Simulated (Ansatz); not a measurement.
`COc1ccc(-c2sc(-c3sc(-c4sc(-c5ccc(C(F)=C(F)F)cc5)c5c4OCCO5)c4c3OCCO4)c3c2OCCO3)cc1`, relaxed as a singlet with RKS r2SCAN-D4/def2-SVP in Ansatz, starting from the GFN2-xTB geometry. Force threshold 0.03 eV/Å.

Single mean-field runs in def2-SVP are fitted with def2-universal-jkfit.

Start:

```xyz
69

C    -1.631   -8.376    7.410
O    -1.033   -7.105    7.471
C    -1.297   -6.210    6.478
C    -2.148   -6.433    5.400
C    -2.302   -5.467    4.422
C    -1.619   -4.252    4.492
C    -1.692   -3.267    3.440
S    -0.797   -1.772    3.571
C    -1.257   -1.266    1.974
C    -0.718   -0.092    1.394
S    -0.911    0.329   -0.280
C     0.183    1.689   -0.130
C     0.646    2.399   -1.276
S    -0.319    2.582   -2.707
C     0.967    3.379   -3.580
C     0.803    3.770   -4.955
C    -0.431    3.615   -5.598
C    -0.597    3.976   -6.915
C     0.470    4.508   -7.649
C     0.264    4.888   -9.036
F    -0.972    4.657   -9.537
C     1.122    5.445   -9.898
F     2.387    5.768   -9.645
F     0.817    5.760  -11.152
C     1.705    4.660   -7.013
C     1.868    4.298   -5.697
C     2.071    3.507   -2.758
C     1.898    2.945   -1.471
O     2.904    2.876   -0.550
C     4.166    3.151   -1.121
C     4.088    4.372   -2.034
O     3.241    4.104   -3.134
C     0.597    1.832    1.180
C     0.104    0.817    2.027
O     0.445    0.708    3.345
C     1.562    1.517    3.650
C     1.365    2.915    3.060
O     1.354    2.865    1.646
C    -2.084   -2.203    1.394
C    -2.324   -3.329    2.214
O    -3.095   -4.376    1.780
C    -3.292   -4.353    0.379
C    -3.674   -2.951   -0.094
O    -2.618   -2.044    0.148
C    -0.802   -4.023    5.607
C    -0.641   -4.981    6.577
H    -1.358   -8.905    6.491
H    -2.721   -8.311    7.481
H    -1.246   -8.924    8.268
H    -2.692   -7.360    5.306
H    -2.948   -5.664    3.582
H    -1.263    3.207   -5.043
H    -1.558    3.847   -7.387
H     2.550    5.058   -7.549
H     2.829    4.422   -5.228
H     4.847    3.322   -0.288
H     4.506    2.287   -1.709
H     3.696    5.227   -1.468
H     5.063    4.623   -2.454
H     1.632    1.548    4.736
H     2.476    1.074    3.233
H     2.180    3.584    3.342
H     0.412    3.319    3.430
H    -2.372   -4.667   -0.131
H    -4.089   -5.068    0.170
H    -4.576   -2.623    0.440
H    -3.860   -2.932   -1.168
H    -0.281   -3.081    5.690
H     0.001   -4.818    7.427
```

(1) Estimate the energy that the relaxation releases and the steps that it takes.

(2) Does the start keep its bonding and symmetry?

(3) Predict the relaxed structure.

Answers

(1) 7.5 kcal/mol, in 21 steps; 95 s on 4 threads of AMD EPYC 7R13 on a shared host and a share (37 GiB) of an NVIDIA H100 80GB HBM3. The force fell under the threshold at step 17, but the optimiser went on. No frequencies were taken in this run, so the end may be a saddle point.

(2) By distances, no bond broke or formed. The bond that changes most is C10–S11, from 1.74 to 1.75 Å (atoms count from 1).

(3) 
```xyz
69

C    -3.379   -7.781    7.879
O    -2.455   -6.717    7.928
C    -2.241   -6.004    6.795
C    -2.873   -6.247    5.566
C    -2.582   -5.449    4.458
C    -1.652   -4.391    4.534
C    -1.349   -3.556    3.382
S    -0.460   -2.058    3.572
C    -0.499   -1.699    1.858
C     0.088   -0.525    1.295
S     0.049   -0.175   -0.421
C     0.917    1.335   -0.222
C     1.190    2.173   -1.352
S     0.080    2.255   -2.699
C     1.093    3.358   -3.607
C     0.692    3.821   -4.922
C    -0.563    3.468   -5.469
C    -0.958    3.900   -6.727
C    -0.115    4.717   -7.511
C    -0.586    5.137   -8.822
F    -1.822    4.718   -9.167
C     0.034    5.887   -9.756
F     1.245    6.396   -9.627
F    -0.506    6.199  -10.913
C     1.140    5.077   -6.974
C     1.532    4.641   -5.715
C     2.227    3.657   -2.855
C     2.290    2.984   -1.600
O     3.355    3.086   -0.764
C     4.495    3.644   -1.404
C     4.104    4.864   -2.211
O     3.217    4.496   -3.266
C     1.226    1.538    1.119
C     0.771    0.489    1.961
O     0.962    0.490    3.307
C     1.933    1.452    3.711
C     1.682    2.775    3.016
O     1.842    2.644    1.606
C    -1.185   -2.708    1.193
C    -1.659   -3.745    2.039
O    -2.339   -4.819    1.543
C    -2.180   -4.959    0.133
C    -2.380   -3.628   -0.563
O    -1.376   -2.702   -0.154
C    -1.024   -4.168    5.783
C    -1.312   -4.952    6.890
H    -3.070   -8.557    7.154
H    -4.393   -7.430    7.614
H    -3.402   -8.220    8.885
H    -3.603   -7.052    5.458
H    -3.091   -5.645    3.514
H    -1.249    2.841   -4.891
H    -1.934    3.608   -7.117
H     1.824    5.705   -7.546
H     2.510    4.932   -5.332
H     5.205    3.910   -0.607
H     4.964    2.891   -2.066
H     3.614    5.608   -1.556
H     4.980    5.325   -2.688
H     1.840    1.554    4.802
H     2.947    1.083    3.467
H     2.406    3.535    3.344
H     0.659    3.130    3.246
H    -1.170   -5.352   -0.092
H    -2.931   -5.691   -0.196
H    -3.381   -3.222   -0.324
H    -2.285   -3.733   -1.653
H    -0.286   -3.366    5.883
H    -0.824   -4.777    7.852
```
Bond lengths: 30 × C–C 1.35 to 1.52 Å; 14 × C–O 1.36 to 1.43 Å; 6 × C–S 1.75 Å; 3 × C–F 1.31 to 1.35 Å; 23 × C–H 1.09 to 1.11 Å.
